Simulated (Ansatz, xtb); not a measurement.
## Isomers of C4H4F2O2 in order of energy

5 gas-phase structures of C4H4F2O2, from a drawn sample of its isomers (lower ones may exist). Each was relaxed with GFN2-xTB; where two conformers were screened, the lower at r2SCAN-D4/def2-SVP is listed:

A. `C=C1OCC(F)(F)O1`, a singlet
B. `C[C@@]1(F)O[C@H](F)C1=O`, a singlet
C. `O=C1OC[C@@H]1C(F)F`, a singlet
D. `COC(=O)/C(F)=C/F`, a singlet
E. `O=C1O[C@@H](CF)[C@@H]1F`, a singlet

Make a reasoned guess at their ranking by r2SCAN-D4/def2-SVP single-point energy.

Calculated order at r2SCAN-D4/def2-SVP: C (0.0), A (5.6), D (13.1), E (13.1), B (17.4) kcal/mol. Less than 1 kcal/mol parts D and E, so the order within that pair means little.

Energies above the lowest of each column, in kcal/mol; the last columns are at B3LYP/def2-SVP geometries (a dash: not run or not comparable):

```tsv
structure	GFN2-xTB	HF/STO-3G	r2SCAN-D4/def2-SVP	B3LYP/def2-SVP	CCSD(T)/def2-SVP + ΔMP2/def2-TZVPP
C	8.8	11.8	0.0	0.0	0.0
A	0.0	0.0	5.6	5.1	7.4
D	21.5	36.9	13.1	10.5	15.1
E	15.5	17.7	13.1	11.6	11.2
B	27.7	16.7	17.4	16.2	–
```

CCSD(T)/def2-SVP + ΔMP2/def2-TZVPP puts C lowest of those it was run on; GFN2-xTB picks A, HF/STO-3G picks A. CCSD(T)/def2-SVP + ΔMP2/def2-TZVPP orders those it was run on as C (0.0), A (7.4), E (11.2), D (15.1) kcal/mol. Flexible structures stand in one conformer each, not always the lowest. Frequencies (GFN2-xTB) were run for A, C, D, E alone. ΔMP2 is the change of the MP2 energy from the smaller to the larger basis.

Over these structures GFN2-xTB departs from r2SCAN-D4/def2-SVP by 5.2 kcal/mol on average once a common shift is removed. A GFN2-xTB relaxation took about 0.063 s and the r2SCAN-D4/def2-SVP energy about 1.7 s on a shared host (Ansatz 0.2.0, xtb 6.7.1).
